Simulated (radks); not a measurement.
Values are calculated unless marked as measured or tabulated.
Cs I, 55 electrons, occupied as [Xe] 6s1 (the NIST ground configuration). Code: a radial shooting solver on a logarithmic mesh with Libxc functionals. Model: Dirac Kohn-Sham, relativistic LDA (MacDonald-Vosko exchange, VWN5 correlation), spin-unpolarised, spherical densities, finite nucleus; Fermi nuclear charge, rms radius 4.8041 fm.

Unscreened Slater integrals over Kohn-Sham orbitals (eV). Large and small components are both included. Empty in this configuration: 6p1/2.

\begin{tabular}{lr}
integral & value \\ \hline
F0(6s1/2,6s1/2) & 4.4244 \\
F0(6s1/2,5p3/2) & 5.5831 \\
G1(6s1/2,5p3/2) & 0.41531 \\
F0(6s1/2,5p1/2) & 5.6071 \\
G1(6s1/2,5p1/2) & 0.35258 \\
F0(6s1/2,5s1/2) & 5.6729 \\
G0(6s1/2,5s1/2) & 0.19309 \\
F0(6s1/2,6p1/2) & 3.6624 \\
G1(6s1/2,6p1/2) & 2.1751 \\
F0(5p3/2,5p3/2) & 11.571 \\
F2(5p3/2,5p3/2) & 6.1641 \\
F0(5p3/2,5p1/2) & 11.845 \\
G2(5p3/2,5p1/2) & 6.2795 \\
F0(5p3/2,5s1/2) & 12.616 \\
G1(5p3/2,5s1/2) & 8.1952 \\
F0(5p3/2,6p1/2) & 4.1587 \\
G2(5p3/2,6p1/2) & 0.15737 \\
F0(5p1/2,5p1/2) & 12.145 \\
F0(5p1/2,5s1/2) & 12.993 \\
G1(5p1/2,5s1/2) & 8.7389 \\
F0(5p1/2,6p1/2) & 4.1699 \\
G0(5p1/2,6p1/2) & 0.12028 \\
F0(5s1/2,5s1/2) & 14.079 \\
F0(5s1/2,6p1/2) & 4.2015 \\
G1(5s1/2,6p1/2) & 0.18517 \\
F0(6p1/2,6p1/2) & 3.2285 \\
\end{tabular}
